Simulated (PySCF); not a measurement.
An excited-state job on `C=C[C@@H](C)[AsH2]`.

Computed with TDDFT PBE0/def2-SVPD, vertical, gas phase, core orbitals frozen in the response (PySCF 2.14.0, density-fitted response routines). Geometry: GFN2-xTB. The command runs a driver script over a list of jobs; the input below is this job's line of settings and its coordinates in Å.

Command:
```bash
OMP_NUM_THREADS=1 python probes_run.py task.json out
```

Input:
```
{"job": {"kind": "uv", "xc": "PBE0", "basis": "def2-SVPD", "nstates": 6, "ntriplets": 2}, "charge": 0, "multiplicity": 1}
C     -1.984345     0.352358    -0.614055
C     -0.695990     0.058569    -0.662424
C      0.176191    -0.128518     0.524352
C      1.037085    -1.384370     0.411106
As     1.380877     1.470945     0.751943
H     -2.506279     0.455294     0.324368
H     -2.571020     0.496659    -1.505427
H     -0.199136    -0.044390    -1.621407
H     -0.439874    -0.188015     1.429508
H      1.671790    -1.330592    -0.474706
H      1.680453    -1.487559     1.286941
H      0.415063    -2.275813     0.333231
H      0.285978     2.466922     0.499703
H      1.748529     1.538039    -0.705300
```

Output:
```
coarse grid: 50304 points
cycle   1  E = -2392.8003596144  dE = -4.388e-01  |g| = 3.636e-01  |ddm| = 5.574e+00
cycle   2  E = -2392.7955635208  dE =  4.796e-03  |g| = 3.834e-01  |ddm| = 1.242e+00
cycle   3  E = -2392.8324878835  dE = -3.692e-02  |g| = 4.801e-02  |ddm| = 6.038e-01
cycle   4  E = -2392.8330780680  dE = -5.902e-04  |g| = 2.274e-02  |ddm| = 1.132e-01
cycle   5  E = -2392.8331999967  dE = -1.219e-04  |g| = 7.576e-03  |ddm| = 4.252e-02
cycle   6  E = -2392.8332146436  dE = -1.465e-05  |g| = 2.483e-03  |ddm| = 1.545e-02
cycle   7  E = -2392.8332161120  dE = -1.468e-06  |g| = 2.861e-04  |ddm| = 3.929e-03
final grid: 106256 points
cycle   8  E = -2392.8332521594  dE = -7.697e-08  |g| = 4.015e-04  |ddm| = 1.195e-02
cycle   9  E = -2392.8332520968  dE =  6.265e-08  |g| = 6.348e-04  |ddm| = 1.782e-03
cycle  10  E = -2392.8332522025  dE = -1.058e-07  |g| = 6.801e-05  |ddm| = 1.007e-03
cycle  11  E = -2392.8332522038  dE = -1.279e-09  |g| = 1.125e-05  |ddm| = 1.506e-04
cycle  12  E = -2392.8332522038  dE = -2.001e-11  |g| = 3.608e-06  |ddm| = 2.567e-05
converged SCF energy = -2392.8332522038

Static polarisability (au): isotropic 83.723, principal 69.370 80.553 101.245

Singlet excitations
state   eV       nm        f      main configurations
  1   5.7392    216.0   0.14293   H->L 0.87, H->L+1 0.09
  2   6.2276    199.1   0.09231   H->L+1 0.66, H->L+2 0.28
  3   6.3839    194.2   0.22054   H->L+2 0.68, H->L+1 0.21
  4   6.8140    182.0   0.04018   H->L+3 0.85, H-1->L 0.11
  5   7.0081    176.9   0.09529   H-1->L 0.62, H->L+4 0.10, H->L+5 0.09
  6   7.1289    173.9   0.05156   H->L+4 0.76, H-1->L 0.09

Triplet excitations (Tamm-Dancoff, eV): 4.0802 5.1661
```

The SCF starts on a coarse grid where the log names one; the energy can jump when the final grid takes over, and dE then counts from the start density on the new grid. H and L stand for HOMO and LUMO; the number after each pair is its weight.

Which computed singlet has the largest oscillator strength, and what do all of them sum to?

State 3 at 6.38 eV (194 nm), f = 0.221; the 6 states sum to 0.643.

Main results: HOMO -6.72 eV, LUMO -0.17 eV; lowest singlet 5.74 eV; lowest triplet 4.08 eV (Tamm–Dancoff); mean polarisability 83.7 au.

 Relativistic effects, spin–orbit coupling among them, are left out although an element past zinc is present.

On AMD EPYC 9R45, one thread, shared host with 96 logical CPUs at a one-minute load of 20, this took 11 s wall and 0.79 GiB of memory at its peak.

One conformer stands for the species.
Labels such as C1 count atoms from 1, the log's own numbers from 0.
